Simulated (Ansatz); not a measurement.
Start from `CC[SiH](O)F` and change one atom or group to get `O[SiH](F)F`.

Ansatz, PBE0-D4/def2-TZVP geometries, multiplicity 1. Each molecule was computed in one conformer, which needn't be the lowest.

| property | `CC[SiH](O)F` |
| --- | --- |
| HOMO–LUMO gap (PBE/def2-TZVPP) / eV | 6.80 |
| LUMO energy (PBE/def2-TZVPP) / eV | -0.23 |
| HOMO energy (B3LYP/def2-TZVPP) / eV | -8.24 |
| ideal-gas entropy at 298 K and 1 bar (rigid rotor, harmonic PBE0-D4/def2-TZVP) / J/(mol·K) | 348 |
| HOMO–LUMO gap (ωB97M-V/def2-TZVPP) / eV | 12.75 |
| HOMO energy (ωB97M-V/def2-TZVPP) / eV | -10.69 |

What does the change do to each property? (Best estimate.)

Ansatz gave: 
| property | `O[SiH](F)F` | shift |
| --- | --- | --- |
| HOMO–LUMO gap (PBE/def2-TZVPP) / eV | 8.17 | 1.37 |
| LUMO energy (PBE/def2-TZVPP) / eV | -0.34 | -0.11 |
| HOMO energy (B3LYP/def2-TZVPP) / eV | -10.06 | -1.82 |
| ideal-gas entropy at 298 K and 1 bar (rigid rotor, harmonic PBE0-D4/def2-TZVP) / J/(mol·K) | 297 | -51 |
| HOMO–LUMO gap (ωB97M-V/def2-TZVPP) / eV | 14.91 | 2.16 |
| HOMO energy (ωB97M-V/def2-TZVPP) / eV | -12.87 | -2.18 |

With PBE0 the HOMO falls by 1.93 eV and the LUMO falls by 0.08 eV, so the gap widens by about 1.85 eV. PBE moves the HOMO by -1.48 eV and ωB97M-V by -2.18 eV. The zero-point energy changes by -164.1 kJ/mol with -18 modes.

B3LYP here is the variant with VWN-RPA as its local correlation; programs differ in this.
